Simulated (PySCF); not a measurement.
Vertical excitations of a molecule C3H9NSi from TDDFT-B3LYP/def2-SVPD (PySCF), as energy in eV (oscillator strength): 5.10 (0.010), 5.42 (0.016), 5.71 (0.204), 5.76 (0.024), 5.96 (0.012), 6.29 (0.012), 6.39 (0.060), 6.77 (0.008), 7.47 (0.041), 7.65 (0.001). Lowest triplet (TDA): 3.90 eV. Coordinates come from a B3LYP-D3(BJ)/def2-SVP optimisation. Other conformers were not sampled.

Q: Identify the compound among the candidates.
(A) C=C[SiH2]NC
(B) C=CN(C)[SiH3]
(C) C/C=C/[SiH2]N
(D) N[C@H]1CC[SiH2]1

A: B, C=CN(C)[SiH3]
